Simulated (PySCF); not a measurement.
Al(NH2)3, SMILES [NH2][Al]([NH2])[NH2] (CAM-B3LYP/def2-SVP optimised geometry):

```
10

Al    -0.231     0.000     0.000
N     -1.118     1.537     0.000
H     -0.694     2.457     0.000
H     -2.127     1.630    -0.001
N     -1.119    -1.536     0.000
H     -0.696    -2.457    -0.001
H     -2.128    -1.628     0.001
N      1.543     0.000     0.000
H      2.128    -0.827     0.000
H      2.128     0.828    -0.001
```

Calculation: CAM-B3LYP/def2-TZVP (PySCF).

Question: What are the frontier orbital energies and the dipole moment?

Answer: HOMO-2 -9.14 eV, HOMO-1 -8.14 eV, HOMO -8.14 eV, LUMO 1.07 eV, LUMO+1 2.34 eV; dipole moment 0.00 D.

Meta-Löwdin charges at CAM-B3LYP/def2-TZVP: Al1 0.96, N2 -0.78, H3 0.23, H4 0.23, N5 -0.78, H6 0.23, H7 0.23, N8 -0.78, H9 0.23, H10 0.23.
